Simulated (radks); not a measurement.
Species: Er+. Configuration: [Xe] 4f12 6s1 (the NIST ground configuration). Calculated with a radial shooting solver on a logarithmic mesh with Libxc functionals: Dirac Kohn-Sham, LDA (Slater exchange, Perdew-Wang correlation), spin-unpolarised, spherical densities, point nucleus; open shells fill j = l - 1/2 first.

Normalised radial functions P(r) = r R(r) (large component), r in bohr:

r	5s1/2	4f7/2
0.002919	0.1076	0.0000
0.003425	0.1186	0.0000
0.003988	0.1293	0.0000
0.004642	0.1396	0.0000
0.005404	0.1492	0.0000
0.006291	0.1575	0.0000
0.007324	0.1636	0.0000
0.008595	0.1666	0.0000
0.01001	0.1650	0.0000
0.01165	0.1578	0.0001
0.01356	0.1434	0.0001
0.01579	0.1207	0.0002
0.01838	0.0886	0.0004
0.0214	0.0466	0.0007
0.02511	-0.0076	0.0012
0.02923	-0.0666	0.0021
0.03403	-0.1289	0.0035
0.03961	-0.1881	0.0059
0.04612	-0.2357	0.0098
0.05369	-0.2615	0.0160
0.063	-0.2537	0.0265
0.07335	-0.2046	0.0420
0.08539	-0.1123	0.0651
0.0994	0.0159	0.0988
0.1157	0.1609	0.1464
0.1347	0.2922	0.2111
0.1581	0.3738	0.3006
0.184	0.3617	0.4069
0.2143	0.2443	0.5320
0.2494	0.0345	0.6698
0.2904	-0.2200	0.8098
0.338	-0.4439	0.9377
0.3967	-0.5585	1.0422
0.4618	-0.4956	1.0990
0.5376	-0.2613	1.1075
0.6259	0.0932	1.0689
0.7286	0.4806	0.9909
0.8483	0.8079	0.8848
0.9875	1.0066	0.7631
1.159	1.0485	0.6306
1.349	0.9487	0.5102
1.571	0.7620	0.4013
1.828	0.5460	0.3073
2.129	0.3483	0.2290
2.478	0.1965	0.1660
2.908	0.0930	0.1144
3.385	0.0392	0.0774
3.941	0.0140	0.0501
4.588	0.0041	0.0307
5.341	0.0010	0.0174
6.218	0.0002	0.0090
7.297	0.0000	0.0040
8.495	0.0000	0.0016
9.889	0.0000	0.0005
11.51	0.0000	0.0002

5s1/2: eigenvalue -58.642 eV, 4 radial nodes at r = 0.0246, 0.0977, 0.255, 0.603 bohr, <r> = 1.25 bohr, 90 % of the charge inside 1.82 bohr. 4f7/2: eigenvalue -9.476 eV, 0 radial nodes, <r> = 0.838 bohr, 90 % of the charge inside 1.48 bohr.
